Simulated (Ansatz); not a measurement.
`[OH][Hf]([F])([F])[Br]` at its PBE0-D4/def2-TZVP geometry, where that method's forces vanish. Charge 0, multiplicity 1. Hf takes the def2 core potential.

```xyz
6

O     0.5084   -0.9637   -0.9724
Hf   -0.2201    0.2148    0.3159
F    -2.0556    0.5083   -0.0692
F    -0.0996   -0.5824    2.0345
Br    1.0132    2.4016    0.3029
H     0.8538   -1.5786   -1.6117
```

Task: What forces (eV/Å) does ωB97M-V/def2-TZVPP give on these atoms in Ansatz? (Estimate.)

Result: Ansatz gave: 
```
O1   0.071 -0.133 -0.135
Hf2 -0.017  0.054  0.044
F3  -0.091  0.012 -0.017
F4   0.003 -0.041  0.085
Br5  0.045  0.085  0.002
H6  -0.011  0.023  0.022
```
